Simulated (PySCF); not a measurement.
## Fractional electron number in Mg⁺ (magnesium, charge +1)

The 3s alpha orbital of [Ne] 3s1 is emptied in steps (occupation f), with all orbitals relaxed, ending at [Ne]. Computed with PySCF 2.14 in def2-TZVP (5s4p3d, 32 functions), with the non-relativistic Hamiltonian (point nucleus). The exact energy is a straight line in f; departures are measured from the line between the end points of the same method.

```csv
f,UHF (eV),LDA (eV),PBE (eV),PBE0 (eV),r2SCAN (eV),LC-wPBE (eV),BHandHLYP (eV),B3LYP (eV),TPSS (eV)
1,0.000,0.000,0.000,0.000,0.000,0.000,0.000,0.000,0.000
0.75,0.002,-0.608,-0.630,-0.462,-0.527,-0.024,-0.342,-0.523,-0.594
0.5,0.003,-0.785,-0.833,-0.609,-0.659,-0.035,-0.456,-0.690,-0.787
0.25,0.002,-0.554,-0.618,-0.451,-0.437,-0.034,-0.345,-0.510,-0.598
0,0.000,0.000,0.000,0.000,0.000,0.000,0.000,0.000,0.000
```

For PBE0, how does the orbital energy at f = 1 compare with the removal energy?

−ε = 12.721 eV against a total-energy difference of 15.208 eV. By Janak's theorem ε = ∂E/∂f, so the gap between them reflects the curvature. Along the path −ε is 13.995 (f = 0.75), 15.237 (f = 0.5), 16.447 (f = 0.25) eV.

```json
{"method": "UHF", "E(f=0) − E(f=1) (eV)": "14.712", "−ε at f=1 (eV)": "14.726", "−ε at f=0.5 (eV)": "14.712"}
{"method": "LDA", "E(f=0) − E(f=1) (eV)": "15.315", "−ε at f=1 (eV)": "12.011", "−ε at f=0.5 (eV)": "15.445"}
{"method": "PBE", "E(f=0) − E(f=1) (eV)": "15.306", "−ε at f=1 (eV)": "11.928", "−ε at f=0.5 (eV)": "15.334"}
{"method": "PBE0", "E(f=0) − E(f=1) (eV)": "15.208", "−ε at f=1 (eV)": "12.721", "−ε at f=0.5 (eV)": "15.237"}
{"method": "r2SCAN", "E(f=0) − E(f=1) (eV)": "15.004", "−ε at f=1 (eV)": "12.075", "−ε at f=0.5 (eV)": "15.234"}
{"method": "LC-wPBE", "E(f=0) − E(f=1) (eV)": "15.135", "−ε at f=1 (eV)": "14.999", "−ε at f=0.5 (eV)": "15.112"}
{"method": "BHandHLYP", "E(f=0) − E(f=1) (eV)": "15.267", "−ε at f=1 (eV)": "13.442", "−ε at f=0.5 (eV)": "15.263"}
{"method": "B3LYP", "E(f=0) − E(f=1) (eV)": "15.444", "−ε at f=1 (eV)": "12.634", "−ε at f=0.5 (eV)": "15.480"}
{"method": "TPSS", "E(f=0) − E(f=1) (eV)": "15.059", "−ε at f=1 (eV)": "11.862", "−ε at f=0.5 (eV)": "15.060"}
```

As f goes to zero the orbital energy of a semilocal functional can turn back, because the density of that orbital vanishes from the exchange-correlation potential.

Reference removal energy between the ground levels: 15.035 eV (measured; NIST Atomic Spectra Database, ionization energies). UHF lacks correlation.
